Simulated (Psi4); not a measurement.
A dimer, H4Si2 ··· H2 (SMILES [SiH][SiH3] and [H][H]); the first 6 atoms form monomer A.

```
8

Si     0.1923     1.3744     1.2855
H     -0.4794     2.1568     0.1639
Si     0.0955    -0.5711    -0.1116
H      0.8556    -0.3095    -1.3656
H     -1.3190    -0.8526    -0.4821
H      0.6550    -1.7979     0.5098
H      3.0912    -0.0182     0.7337
H      3.8320    -0.0154     0.8015
```

Problem. What interaction energy does SAPT0/jun-cc-pVDZ, frozen core (Psi4) give, and which attractive term is the largest?

Solution. Total 0.28 kcal/mol: electrostatics 0.07, exchange 1.18, induction -0.27, dispersion -0.70. The most attractive term is dispersion.
